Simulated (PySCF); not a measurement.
C3H5FSi. Atoms are numbered in the order given.

```xyz
10

F      2.6602     0.1393    -0.6516
C      1.6232     0.8989    -0.2886
C      0.5737     0.4289     0.3412
C     -0.5128    -0.0095     0.9270
Si    -2.0018    -0.6236    -0.0430
H      1.7371     1.9531    -0.5596
H     -0.5492    -0.0242     2.0270
H     -3.2072     0.1831     0.3195
H     -2.2785    -2.0510     0.3030
H     -1.7231    -0.4951    -1.5014
```

Coordinates come from a PBE0-D3(BJ)/def2-SVP optimisation. This is a generated structure with no PubChem entry under its InChIKey; it may be hypothetical.

All values below come from PBE/pcSseg-1 run with PySCF.

GIAO shieldings, no solvent; atoms alike by connectivity are averaged. δ = σ(ref) − σ: ¹⁹F against CFCl3 (σ = 133.6 ppm); ¹³C against TMS (σ = 182.0 ppm); ²⁹Si against TMS (σ = 335.4 ppm); ¹H against TMS (σ = 31.49 ppm), references at their B3LYP-D3(BJ)/def2-TZVP geometries, non-relativistic.

```
atoms        nucleus  count  δ (ppm)
-----------  -------  -----  -------
F1               ¹⁹F      1      [?]
C3               ¹³C      1      [?]
C2               ¹³C      1    138.5
C4               ¹³C      1      [?]
Si5             ²⁹Si      1    -70.9
H6                ¹H      1     7.77
H7                ¹H      1     6.61
H8, H9, H10       ¹H      3      [?]
```

Question: Fill in the missing entries. (Estimate from the structure and the level; the computed values follow.)

Answer: 
- C3, δ (ppm): 226.4
- F1, δ (ppm): -214.9
- H8, H9, H10, δ (ppm): 4.66
- C4, δ (ppm): 104.5
